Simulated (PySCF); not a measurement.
C7H7, SMILES [C]1=CC2C=CC1C2, multiplicity 2. Geometry: ωB97X-D3(BJ)/def2-SVP. The isomer is the one that the SMILES or the coordinates give; other isomers of the formula were not compared. The values are those of a single conformer.

All values below come from ωB97X-D3(BJ)/def2-SVP in PySCF.

Harmonic wavenumbers (cm⁻¹): 427, 467, 522, 551, 716, 723, 772, 794, 828, 898, 907, 924, 938, 961, 981, 989, 1039, 1105, 1131, 1172, 1197, 1244, 1270, 1276, 1292, 1341, 1483, 1664, 1702, 3098, 3156, 3172, 3175, 3241, 3264, 3266. Rotational constants (GHz): 4.418, 3.722, 3.286; symmetry number 1.

Question: Work out the zero-point energy and the ideal-gas rigid-rotor harmonic-oscillator thermochemistry at 298.15 K and 1 atm.

Answer: ZPE = ½ Σ hcν = ½ × 51685 cm⁻¹ = 73.89 kcal/mol. H − E(el) = 77.44 kcal/mol. Entropy in cal/(mol K): translation 39.44, rotation 26.19, vibration 5.25, spin 1.38, total 72.25. G − E(el) = 55.90 kcal/mol. Cp = 21.93 cal/(mol K).
